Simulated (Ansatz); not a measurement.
Stepwise reaction of `C[O][W]([OH])([OH])([Cl])([Cl])[O]C` with hydrogen fluoride, as a gas-phase model of exchange steps in deposition or etching. ΔE in kJ/mol.

Gas-phase electronic energies from Ansatz, PBE0-D4/def2-TZVP geometries. CCSD(T)/CBS is the MP2 limit (def2-TZVPP, def2-QZVPP) plus CCSD(T) − MP2 in def2-TZVPP, frozen cores. This one scheme is used for every species. Functionals use def2-TZVPP. B3LYP here is the variant with VWN-RPA as its local correlation; programs differ in this. def2 core potentials past Kr. For W outer-core shells are correlated without core-valence functions, which leaves a few kJ/mol of doubt a bond. One conformer a species, not always the lowest.

```tsv
step	reaction	PBE-D4	B3LYP-D4	ωB97M-V	CCSD(T)/CBS
1	`C[O][W]([OH])([OH])([Cl])([Cl])[O]C` + H–F → `C[O][W]([OH])([F])([Cl])([Cl])[O]C` + H₂O	-26.9	-26.9	-24.8	-17.1
2	`C[O][W]([OH])([F])([Cl])([Cl])[O]C` + H–F → `C[O][W]([F])([F])([Cl])([Cl])[O]C` + H₂O	-28.4	-27.9	-27.1	-18.4
```

(1) By hand: ΔE of the 2 steps together at CCSD(T)/CBS.

## Answers

(1) (-17.1) + (-18.4) = -35.5 kJ/mol, or -17.8 kJ/mol a step.

In ΔE the steps differ by no more than 1.3 kJ/mol. All are downhill at CCSD(T)/CBS. PBE-D4 differs from CCSD(T)/CBS by -10.0 to -9.8 kJ/mol a step. Only this route is followed, and other bonds may react first. Isolated molecules leave out the surface, adducts and barriers. Largest T1 diagnostic: 0.021.
